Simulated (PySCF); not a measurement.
Vertical excitations of a molecule C₂H₈OSn from TDA-CAM-B3LYP/def2-SVPD (PySCF), as energy in eV (oscillator strength): 6.24 (0.018), 6.68 (0.019), 7.42 (0.031), 7.49 (0.068), 7.57 (0.088), 7.65 (0.016), 7.75 (0.410), 7.84 (0.040), 8.24 (0.039), 8.32 (0.053). Lowest triplet (TDA): 5.72 eV. The structure is a stationary point at B3LYP-D3(BJ)/def2-SVP. The def2 effective core potentials stand for the cores of Sn; spin–orbit coupling is left out. One conformer was computed; it need not be the lowest.

Question: Which structure fits?
A. C[CH2][SnH2][OH]
B. C[O][SnH2][CH3]
C. CC[O][SnH3]
D. [CH3][SnH]([CH3])[OH]

Answer: A, C[CH2][SnH2][OH]
